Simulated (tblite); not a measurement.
Parent: `[CH3:1][SiH2:2][NH:3][CH:4]([CH3:5])[CH3:6]` with C1–Si2–N3–C4 -49°, Si2–N3–C4–C5 -85°, C4H13NSi.

Structures optimised with GFN2-xTB, isolated species. One conformer each, not checked by frequencies here.

```tsv
coordinate of the parent	value
C1–Si2	1.896 Å
Si2–N3	1.719 Å
N3–C4	1.447 Å
C4–C5	1.531 Å
C4–C6	1.529 Å
C1–Si2–N3	108.2°
Si2–N3–C4	125.5°
N3–C4–C5	112.0°
N3–C4–C6	109.6°
C5–C4–C6	110.6°
```

Task: How does the shared frame change in `[CH3:1][SiH2:2][NH:3][CH2:4][CH:5]([CH3:6])[CH3:7]` with C1–Si2–N3–C4 -178°, Si2–N3–C4–C5 -78°, N3–C4–C5–C6 176°, C5H15NSi? Atoms pair as C1 = C1, Si2 = Si2, N3 = N3, C4 = C4, C5 = C5 (parent first).

Result: 
```json
{"parent": "C1–Si2", "relative": "C1–Si2", "value in the relative": "1.893 Å", "change": "-0.003"}
{"parent": "Si2–N3", "relative": "Si2–N3", "value in the relative": "1.718 Å", "change": "-0.001"}
{"parent": "N3–C4", "relative": "N3–C4", "value in the relative": "1.441 Å", "change": "-0.006"}
{"parent": "C4–C5", "relative": "C4–C5", "value in the relative": "1.538 Å", "change": "+0.007"}
{"parent": "C1–Si2–N3", "relative": "C1–Si2–N3", "value in the relative": "105.9°", "change": "-2.3"}
{"parent": "Si2–N3–C4", "relative": "Si2–N3–C4", "value in the relative": "123.2°", "change": "-2.3"}
{"parent": "N3–C4–C5", "relative": "N3–C4–C5", "value in the relative": "114.6°", "change": "+2.6"}
```

Of the parent's bonds, N3–C4 and C4–C5 change most and about equally (-0.006 to +0.007 Å). Bonds of the relative outside the shared frame: C5–C6 1.526, C5–C7 1.527 Å. Point group C1 → C1.

Task: How does the shared frame change in `[CH3:1][O:2][SiH2:3][NH:4][CH:5]([CH3:6])[CH3:7]` with C1–O2–Si3–N4 177°, O2–Si3–N4–C5 42°, Si3–N4–C5–C6 83°, C4H13NOSi? Atoms pair as Si2 = Si3, N3 = N4, C4 = C5, C5 = C6, C6 = C7 (parent first).

Result: 
```csv
parent,relative,value in the relative,change
Si2–N3,Si3–N4,1.710 Å,-0.009
N3–C4,N4–C5,1.448 Å,+0.001
C4–C5,C5–C6,1.530 Å,-0.001
C4–C6,C5–C7,1.528 Å,-0.001
Si2–N3–C4,Si3–N4–C5,125.3°,-0.2
N3–C4–C5,N4–C5–C6,111.9°,-0.1
N3–C4–C6,N4–C5–C7,109.4°,-0.2
C5–C4–C6,C6–C5–C7,110.8°,+0.2
```

Of the parent's bonds, Si2–N3 changes most (-0.009 Å). Bonds of the relative outside the shared frame: C1–O2 1.390, O2–Si3 1.624 Å. Point group C1 → C1.

Task: How does the shared frame change in `[CH3:1][SiH2:2][SiH2:3][NH:4][CH:5]([CH3:6])[CH3:7]` with C1–Si2–Si3–N4 -160°, Si2–Si3–N4–C5 -51°, Si3–N4–C5–C6 -86°, C4H15NSi2? Atoms pair as Si2 = Si3, N3 = N4, C4 = C5, C5 = C6, C6 = C7 (parent first).

Result: 
| parent | relative | value in the relative | change |
| --- | --- | --- | --- |
| Si2–N3 | Si3–N4 | 1.720 Å | +0.001 |
| N3–C4 | N4–C5 | 1.445 Å | -0.002 |
| C4–C5 | C5–C6 | 1.531 Å | 0.000 |
| C4–C6 | C5–C7 | 1.529 Å | 0.000 |
| Si2–N3–C4 | Si3–N4–C5 | 124.4° | -1.1 |
| N3–C4–C5 | N4–C5–C6 | 111.9° | -0.1 |
| N3–C4–C6 | N4–C5–C7 | 109.8° | +0.2 |
| C5–C4–C6 | C6–C5–C7 | 110.7° | +0.1 |

No shared bond changes by more than 0.004 Å. Bonds of the relative outside the shared frame: C1–Si2 1.900, Si2–Si3 2.308 Å. Point group C1 → C1.

Task: How does the shared frame change in `[CH3:1][CH2:2][C@@H:3]([CH3:4])[NH:5][SiH2:6][CH3:7]` with C1–C2–C3–C4 174°, C2–C3–N5–Si6 144°, C3–N5–Si6–C7 -178°, C5H15NSi? Atoms pair as C1 = C7, Si2 = Si6, N3 = N5, C4 = C3, C5 = C4, C6 = C2 (parent first).

Result: 
| parent | relative | value in the relative | change |
| --- | --- | --- | --- |
| C1–Si2 | C7–Si6 | 1.893 Å | -0.003 |
| Si2–N3 | Si6–N5 | 1.713 Å | -0.006 |
| N3–C4 | N5–C3 | 1.444 Å | -0.003 |
| C4–C5 | C3–C4 | 1.531 Å | 0.000 |
| C4–C6 | C3–C2 | 1.534 Å | +0.005 |
| C1–Si2–N3 | C7–Si6–N5 | 106.1° | -2.1 |
| Si2–N3–C4 | Si6–N5–C3 | 124.2° | -1.3 |
| N3–C4–C5 | N5–C3–C4 | 111.5° | -0.5 |
| N3–C4–C6 | N5–C3–C2 | 110.0° | +0.4 |
| C5–C4–C6 | C4–C3–C2 | 110.9° | +0.3 |

Of the parent's bonds, Si2–N3 and C4–C6 change most and about equally (-0.006 to +0.005 Å). Bonds of the relative outside the shared frame: C1–C2 1.523 Å. Point group C1 → C1.

The numbers are calculated, not measured.
